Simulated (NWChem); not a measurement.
System: CH4FMoNO; SMILES [CH3][Mo](=[NH])(=[O])[F]

Program: NWChem. All runs use the structure optimised with PBE0/def2-SVP. No frequency run checked for a minimum. def2 effective core potentials on Mo; no spin-orbit coupling. Level B3LYP/def2-SVP: energy and gradient on several grids; changes count from the extra-fine grid, which is no exact limit either.

Problem. Which is the coarsest grid (xfine; coarse; medium; fine; xcoarse) from which on the energy stays within 50 μHa and each gradient component within 100 μHa/bohr of xfine?

Solution. medium.
```tsv
grid	size of the energy change (μHa)	largest change of a gradient component (μHa/bohr)	time, medium = 1 (rough)
xcoarse	2000	8000	about 1
coarse	20	600	about 1
medium	< 10	30	about 1
fine	< 10	< 30	about 1
xfine	< 10	< 30	2
```
